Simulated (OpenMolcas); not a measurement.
Cr2+ (d4) among equal point charges was computed by CASSCF with the d shell active (OpenMolcas, ANO-RCC-VDZP on the metal). Its lowest spin-free states, and all those of the highest spin:

```
2S+1  Degeneracy  E (cm-1)
   5           1       0.0
   5           1      7701
   5           1      8422
   5           2     12683
   3           2     16296
   3           1     18768
   3           1     20035
   3           1     22505
   3           1     22592
   3           2     23399
   3           2     24463
   3           1     24649
```

Problem. Is the site octahedral, tetrahedral or cube-like, axial, or of lower symmetry?

Solution. The states with 2S+1 = 5 have orbital degeneracies 1, 1, 1, 2. There are pairs but no triples, so the site is axial: not cubic, but with a proper or improper axis of order three or more. The run had Cr2+ among 6 point charges of -2 e arranged as a tetragonal octahedron (D4h), 1.9 Å from the ion, with the axial distance 2.185 Å.

Without dynamic correlation the repulsion within the d shell is too large (B by tens of per cent), so at a given field states of lower spin stand too high. Point charges carry no covalency, so the field is a model and not that of real ligands. No measured value stands beside these numbers.
